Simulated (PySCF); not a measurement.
CH10OSi4, SMILES [SiH3][Si@@H]1[SiH2]CO[SiH2]1.

Geometry optimised at PBE-D3(BJ)/def2-SVP. The structure was generated by enumeration; whether it is a known compound was not checked. Other conformers were not sampled.

These are PBE-D3(BJ)/def2-SVP (PySCF 2.14.0) values and carry that method's errors.

Frequencies are harmonic and unscaled.

### Question
List the normal modes with their intensities. (Estimate from the structure and the level; the computed values follow.)

### Answer

| mode | ν (cm⁻¹) | IR (km/mol) | moving atoms (share of kinetic energy) |
|---|---|---|---|
| 1 | 45 | 0.3 | Si 42 %, H 22 %, O 21 %, C 15 % |
| 2 | 78 | 0.4 | Si 75 %, H 20 % |
| 3 | 94 | 0.0 | H 98 % |
| 4 | 111 | 1.1 | Si 66 %, H 30 % |
| 5 | 164 | 4.9 | H 38 %, O 35 %, C 19 % |
| 6 | 237 | 5.2 | Si 70 %, H 15 %, C 8 % |
| 7 | 333 | 13.3 | O 36 %, H 30 %, Si 24 %, C 10 % |
| 8 | 359 | 0.9 | Si 81 %, H 18 % |
| 9 | 398 | 4.6 | Si 50 %, H 49 % |
| 10 | 409 | 7.7 | H 63 %, Si 35 % |
| 11 | 434 | 6.4 | H 69 %, Si 20 %, O 8 % |
| 12 | 469 | 4.1 | Si 76 %, H 24 % |
| 13 | 498 | 8.1 | H 67 %, Si 27 % |
| 14 | 530 | 6.9 | H 70 %, Si 28 % |
| 15 | 556 | 2.8 | H 66 %, Si 22 %, C 10 % |
| 16 | 599 | 17.9 | H 73 %, C 16 %, Si 9 % |
| 17 | 640 | 22.1 | H 87 % |
| 18 | 665 | 59.4 | H 86 %, Si 11 % |
| 19 | 687 | 8.6 | H 70 %, Si 15 % |
| 20 | 709 | 24.3 | H 51 %, O 22 %, Si 16 %, C 11 % |
| 21 | 725 | 46.6 | H 45 %, C 21 %, Si 19 %, O 15 % |
| 22 | 795 | 227.7 | H 72 %, Si 17 % |
| 23 | 821 | 221.4 | H 80 %, C 12 % |
| 24 | 845 | 81.8 | H 83 %, Si 10 % |
| 25 | 889 | 97.2 | H 95 % |
| 26 | 898 | 36.3 | H 97 % |
| 27 | 904 | 33.1 | H 97 % |
| 28 | 909 | 82.3 | H 93 % |
| 29 | 1061 | 100.1 | O 48 %, C 43 % |
| 30 | 1201 | 15.1 | H 88 % |
| 31 | 1221 | 8.8 | H 78 %, C 16 % |
| 32 | 1407 | 3.4 | H 94 % |
| 33 | 2124 | 125.8 | H 97 % |
| 34 | 2144 | 56.1 | H 97 % |
| 35 | 2146 | 74.4 | H 98 % |
| 36 | 2149 | 47.6 | H 98 % |
| 37 | 2160 | 68.6 | H 96 % |
| 38 | 2162 | 71.6 | H 96 % |
| 39 | 2167 | 108.4 | H 96 % |
| 40 | 2185 | 90.9 | H 97 % |
| 41 | 2921 | 38.7 | H 94 % |
| 42 | 3015 | 8.4 | H 91 %, C 9 % |
